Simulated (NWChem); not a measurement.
Species: BiH$_{2}$O$_{2}$F; SMILES [F][Bi]([OH])[OH]

```xyz
6

Bi    -0.0019    -0.0523    -0.2746
F     -1.2706     1.2623     0.6347
O     -0.3214    -1.6520     0.9994
H     -0.0319    -1.4531     1.9004
O      1.6143     0.7774     0.7285
H      1.2787     1.4340     1.3560
```
Atoms are numbered in this order, from 1.

All runs: NWChem. Medium grid unless said otherwise, to which SCAN and Minnesota functionals are sensitive. Geometry: optimised at PBE0/def2-SVP. def2 effective core potentials on Bi; no spin-orbit coupling. Total energies of different functionals are on different scales.

| level | energy (Ha) | highest occupied level (eV) | orbital gap (eV) | dipole (D) |
|---|---|---|---|---|
| B3LYP/def2-SVP | -466.0321 | -7.91 | 6.55 | 1.88 |
| PBE/def2-SVP | -465.7458 | -6.51 | 4.71 | 1.58 |
| KT2/def2-SVP | -470.4935 | -6.68 | 4.69 | 1.60 |
| r2SCAN/def2-SVP | -465.9491 | -6.96 | 5.31 | 1.78 |
| RPBE/def2-SVP | -466.0311 | -6.44 | 4.73 | 1.64 |
| LRC-wPBEh/def2-SVP | -465.7420 | ? | ? | ? |
| SCAN/def2-SVP | -465.9628 | -7.01 | 5.21 | 1.64 |

Problem. What belongs in the gaps?

Solution. 
- LRC-wPBEh/def2-SVP, highest occupied level (eV): -10.07
- LRC-wPBEh/def2-SVP, orbital gap (eV): 10.63
- LRC-wPBEh/def2-SVP, dipole (D): 1.97
